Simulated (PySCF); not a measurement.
Molecule: `C#CC#CC(F)(F)F`, C₅HF₃.

Atom-mapped SMILES (the numbers label the heavy atoms): `[CH:1]#[C:2][C:3]#[C:4][C:5]([F:6])([F:7])[F:8]` (H(Xn): hydrogen on atom n).

Spin–spin couplings on one PBE0-D3(BJ)/def2-SVP geometry, PySCF 2.14, gas phase, non-relativistic, equivalent pairs averaged; isotopes ¹³C, ¹⁹F, ¹H; basis pcJ-1.

Question: How do the couplings (Hz) change with the functional? Times are CPU seconds on 1 thread of an Arm Neoverse V1, shared host.

Answer: 
```tsv
functional	functions	¹J(C5,F6)	¹J(C1,H(C1))	¹J(C3,C4)	¹J(C1,C2)	¹J(C2,C3)	¹J(C4,C5)	²J(C4,F6)	core-s
LDA	226	-344.9	227.9	208.7	198.7	146.9	117.6	55.2	24
PBE	226	-357.3	265.0	223.5	215.9	163.8	133.3	59.3	38
KT2	226	-367.9	293.6	209.1	202.0	152.9	121.9	52.5	39
PBE0	226	-318.6	273.6	240.1	229.3	177.3	142.0	56.3	60
B97-2	226	-316.7	263.0	234.5	226.4	174.0	140.8	53.9	100
BHandHLYP	226	-273.9	310.3	278.0	263.8	210.3	162.9	53.1	72
CAM-B3LYP	226	-311.2	283.4	247.4	235.4	180.4	145.3	57.3	110
``` Left out for a near triplet instability: HF/pcJ-1.
